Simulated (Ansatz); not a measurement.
Gas-phase electronic energies from Ansatz, PBE0-D4/def2-TZVP geometries. CCSD(T)/CBS is the MP2 limit (def2-TZVPP, def2-QZVPP) plus CCSD(T) − MP2 in def2-TZVPP, frozen cores. This one scheme is used for every species. DFT in def2-TZVPP. HSE06 is defined as in plane-wave codes. Each species was taken in one conformer, which may not be the lowest.

Consider the adduct formation: `[F][Al]([F])[F]` + PH₃ → `[F][Al-]([F])([F])[PH3+]`.

| level | ΔE (kJ/mol) |
| --- | --- |
| HSE06 | -89.0 |
| MP2/def2-TZVPP | -83.7 |

(1) What does CCSD(T)/CBS give? (Best estimate.)

Largest T1 diagnostic among the species: 0.013.

## Answers

(1) The calculation gave: -88.4 kJ/mol. The listed levels differ from it by -0.6, 4.7 kJ/mol.

Leaving LDA and LC-ωPBE aside and taking each functional with its dispersion term where it has one, the values, not all of them listed here, spread over 16.6 kJ/mol, from BHLYP-D4 to B97M-V. LDA lies −23.2 kJ/mol from PBE without D4. The D4 term adds −11.1 kJ/mol with B3LYP and −6.1 kJ/mol with PBE0; it sums over pairs of atoms, weighted by their polarisabilities, and B3LYP, whose exchange is more repulsive, gets the larger term. At CCSD(T), def2-SVP lies +3.5 kJ/mol from the extrapolated value and def2-TZVPP +5.1 kJ/mol.

B3LYP here is the variant with VWN-RPA as its local correlation; programs differ in this.
